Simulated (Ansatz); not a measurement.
This singlet lies 2.64 eV below the relaxed triplet at the level frozen-core CCSD(T)/cc-pVTZ // PBE0-D3(BJ)/def2-TZVP (Ansatz, an electronic-structure program).

All values below come from PBE0-D3(BJ)/def2-TZVP in Ansatz. No frequencies were computed at this level.

Ansatz 0.2 input:
```yaml
crystal:
  periodic: [false, false, false]
  atoms:
    - { symbol: O, position_ang: [-1.020128, 0.192487, -0.003092] }
    - { symbol: Si, position_ang: [0.348558, 1.034821, -0.001482] }
    - { symbol: Cl, position_ang: [1.801213, -0.465472, 0.005834] }
    - { symbol: H, position_ang: [-1.129643, -0.761836, -0.001261] }
basis:
  gaussian: { orbitals: def2-tzvp }
hamiltonian:
  xc: pbe0
  dispersion: d3bj
relax:
  max_steps: 150
```

Output:

```
Functional definition: PBE0
731 factors; their error is unknown
mean field evaluation 1: about -22452.5493 eV, gradient 5.4e1 eV
mean field evaluation 2: about -22437.8391 eV, gradient 1.0e2 eV
mean field evaluation 4: about -22457.1733 eV, gradient 4.1e0 eV
mean field evaluation 8: about -22457.2802 eV, gradient 2.0e-1 eV
mean field -22457.28018463 eV, -825.2898246941 hartree, gradient 7.3e-5 eV, S^2 0.000000; 0 other end points of the search recorded, 0 dependent functions left out
reference -22457.28020703 eV, -825.2898255172 hartree; 20, 20 occupied and 91, 91 virtual orbitals, 731 factors
relax step   1: F+E_penalty+E_count = -22457.35114362 eV  Δ(F+E_penalty+E_count) = +0.000e0 eV  max|allowed force component| = 8.875e-1 eV/Å  Δτ_max = 0.0000 Å  (25 SCF iters, accepted)
these checks for a lower state are left out or cut short: starts, cluster_reference, orbital_swaps, neighbouring_geometries, increment
731 factors; their error is unknown
mean field evaluation 16: about -22457.2145 eV, gradient 1.0e0 eV
mean field -22457.29196427 eV, -825.2902575878 hartree, gradient 8.0e-6 eV, S^2 0.000000; 0 other end points of the search recorded, 0 dependent functions left out
reference -22457.29198666 eV, -825.2902584107 hartree; 20, 20 occupied and 91, 91 virtual orbitals, 731 factors
relax step   2: F+E_penalty+E_count = -22457.36286173 eV  Δ(F+E_penalty+E_count) = -1.172e-2 eV  max|allowed force component| = 5.960e-1 eV/Å  Δτ_max = 0.0097 Å  (31 SCF iters, accepted)
these checks for a lower state are left out or cut short: starts, cluster_reference, orbital_swaps, neighbouring_geometries, increment
731 factors; their error is unknown
mean field -22457.30020153 eV, -825.2905603015 hartree, gradient 8.5e-6 eV, S^2 0.000000; 0 other end points of the search recorded, 0 dependent functions left out
reference -22457.30022390 eV, -825.2905611234 hartree; 20, 20 occupied and 91, 91 virtual orbitals, 731 factors
relax step   3: F+E_penalty+E_count = -22457.37111175 eV  Δ(F+E_penalty+E_count) = -8.250e-3 eV  max|allowed force component| = 1.785e-1 eV/Å  Δτ_max = 0.0175 Å  (30 SCF iters, accepted)
these checks for a lower state are left out or cut short: starts, cluster_reference, orbital_swaps, neighbouring_geometries, increment
731 factors; their error is unknown
mean field evaluation 32: about -22457.3040 eV, gradient 1.9e-1 eV
mean field -22457.30399373 eV, -825.2906996623 hartree, gradient 9.1e-6 eV, S^2 0.000000; 0 other end points of the search recorded, 0 dependent functions left out
reference -22457.30401605 eV, -825.2907004826 hartree; 20, 20 occupied and 91, 91 virtual orbitals, 731 factors
relax step   4: F+E_penalty+E_count = -22457.37498474 eV  Δ(F+E_penalty+E_count) = -3.873e-3 eV  max|allowed force component| = 1.899e-1 eV/Å  Δτ_max = 0.0230 Å  (30 SCF iters, accepted)
these checks for a lower state are left out or cut short: starts, cluster_reference, orbital_swaps, neighbouring_geometries, increment
731 factors; their error is unknown
mean field -22457.30608823 eV, -825.2907766336 hartree, gradient 9.7e-6 eV, S^2 0.000000; 0 other end points of the search recorded, 0 dependent functions left out
reference -22457.30611047 eV, -825.2907774510 hartree; 20, 20 occupied and 91, 91 virtual orbitals, 731 factors
relax step   5: F+E_penalty+E_count = -22457.37734471 eV  Δ(F+E_penalty+E_count) = -2.360e-3 eV  max|allowed force component| = 1.501e-1 eV/Å  Δτ_max = 0.0450 Å  (30 SCF iters, accepted)
these checks for a lower state are left out or cut short: starts, cluster_reference, orbital_swaps, neighbouring_geometries, increment
731 factors; their error is unknown
mean field -22457.30113587 eV, -825.2905946379 hartree, gradient 1.2e-5 eV, S^2 0.000000; 0 other end points of the search recorded, 0 dependent functions left out
reference -22457.30115811 eV, -825.2905954552 hartree; 20, 20 occupied and 91, 91 virtual orbitals, 731 factors
relax step   6: F+E_penalty+E_count = -22457.37234524 eV  Δ(F+E_penalty+E_count) = +4.999e-3 eV  max|allowed force component| = 3.301e-1 eV/Å  Δτ_max = 0.0418 Å  (29 SCF iters, rejected (line search))
these checks for a lower state are left out or cut short: starts, cluster_reference, orbital_swaps, neighbouring_geometries, increment
731 factors; their error is unknown
mean field -22457.30683255 eV, -825.2908039870 hartree, gradient 9.7e-6 eV, S^2 0.000000; 0 other end points of the search recorded, 0 dependent functions left out
reference -22457.30685479 eV, -825.2908048043 hartree; 20, 20 occupied and 91, 91 virtual orbitals, 731 factors
relax step   7: F+E_penalty+E_count = -22457.37805273 eV  Δ(F+E_penalty+E_count) = -7.080e-4 eV  max|allowed force component| = 3.699e-3 eV/Å  Δτ_max = 0.0075 Å  (31 SCF iters, accepted)
731 factors; their error is unknown
mean field evaluation 64: about -22457.2286 eV, gradient 8.7e-1 eV
mean field -22457.30683255 eV, -825.2908039869 hartree, gradient 5.1e-5 eV, S^2 0.000000; 1 other end points of the search recorded, 0 dependent functions left out
reference -22457.30685479 eV, -825.2908048043 hartree; 20, 20 occupied and 91, 91 virtual orbitals, 731 factors
Total energy: -22457.37807497 eV, -825.2934220977 hartree
Atom 0 at    -1.060391     0.203408    -0.003010 Å, force     0.000832    -0.001696    -0.000399 eV/Å
Atom 1 at     0.337660     1.054632    -0.001443 Å, force    -0.003699     0.002541     0.000216 eV/Å
Atom 2 at     1.765934    -0.498759     0.005598 Å, force     0.002656    -0.003117    -0.000103 eV/Å
Atom 3 at    -1.043203    -0.759280    -0.001145 Å, force     0.000212     0.002272     0.000285 eV/Å
Dipole moment:    -0.159569    -0.128884    -0.000233 e Å
```

Cost: around 14 core-seconds (rough).
